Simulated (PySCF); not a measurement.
## Dipole moment and polarisability of `C#CC[P@H](=O)CC`

Species: C₅H₉OP.
Atom-mapped SMILES: `[CH:1]#[C:2][CH2:3][P@H:4](=[O:5])[CH2:6][CH3:7]` (hydrogens: H8 on C1; H9, H10 on C3; H11 on P4; H12, H13 on C6; H14, H15, H16 on C7)

Geometry (GFN2-xTB, Å), atoms numbered from 1 in this order:
```xyz
16
C5H9OP angstrom
C      2.5245   -0.4106    1.7767
C      2.2013   -0.0554    0.6804
C      1.7811    0.3496   -0.6350
P      0.0736   -0.2097   -1.0337
O     -0.3402    0.1281   -2.3975
C     -1.0263    0.4278    0.2835
C     -2.4218   -0.1350    0.0558
H      2.8253   -0.7131    2.7348
H      1.7903    1.4413   -0.7362
H      2.4389   -0.0711   -1.4034
H      0.1139   -1.5819   -0.7748
H     -0.6340    0.1542    1.2631
H     -1.0330    1.5187    0.1988
H     -3.1299    0.2660    0.7783
H     -2.4110   -1.2205    0.1448
H     -2.7604    0.1206   -0.9470
```

Level: CAM-B3LYP/def2-SVPD (PySCF), static field, nuclei fixed, core orbitals frozen in the response. The polarisability tensor in these axes (au):

```
x   90.30 -1.57  8.67
y   -1.57 68.26 -4.73
z    8.67 -4.73 91.16
```

Problem. Give the principal values, the mean and the anisotropy Δα = √{½[(α1 − α2)² + (α2 − α3)² + (α1 − α3)²]}.

Solution. Principal values 67.33, 82.35 and 100.05 au; mean 83.24 au = 12.34 Å³ = 13.72 × 10⁻⁴⁰ C²·m²/J; Δα = 28.37 au (34 % of the mean).

Problem. What is the dipole moment, and where does it point?

Solution. (0.72, -0.24, 3.71) D, 3.78 D in size, pointing from the negative to the positive side. Measured along this direction, the outermost atoms are O5 at the negative end and H8 at the positive end.

Problem. Molar refractivity from α?

Solution. Lorentz–Lorenz: R = (4π/3)N_A α = 2.5225 cm³/(mol·Å³) × 12.34 Å³ = 31.1 cm³/mol, in the limit of long wavelengths.

Problem. Find the Langevin capture rate constant for H3+ (3.023 u) meeting this molecule (116.039 u), k = 2.342 × 10⁻⁹ cm³/s × √(α in Å³ / reduced mass in u).

Solution. The reduced mass is 2.95 u, so k = 4.79 × 10⁻⁹ cm³/s. The formula leaves out the permanent dipole, which adds to the capture rate.

Problem. Sum over states: ᾱ = Σ f/ω², ω in Eh. What share falls to these 8 lowest TDDFT singlets (eV, f)? 6.58, 0.0001; 6.78, 0.0266; 6.83, 0.0014; 7.37, 0.0036; 7.49, 0.0126; 7.55, 0.0135; 7.78, 0.0136; 7.90, 0.0186.

Solution. They add up to 1.23 au, 1.5 % of the 83.24 au; the largest single term is 0.43 au, from the state at 6.78 eV. Terms in order: 0.00, 0.43, 0.02, 0.05, 0.17, 0.17, 0.17, 0.22 au. Higher excitations give the rest. The strengths listed sum to 0.090.

Problem. Directions of the eigenvectors, and the extent of the frame along each?

Solution. Largest value along (0.67, -0.14, 0.73), where the nuclei span 6.54 Å; middle along (0.74, 0.14, -0.66), 5.52 Å; least along (-0.01, 0.98, 0.20), 3.24 Å. The response follows the extents in order.

Geometry: GFN2-xTB, one conformer, isolated molecule.
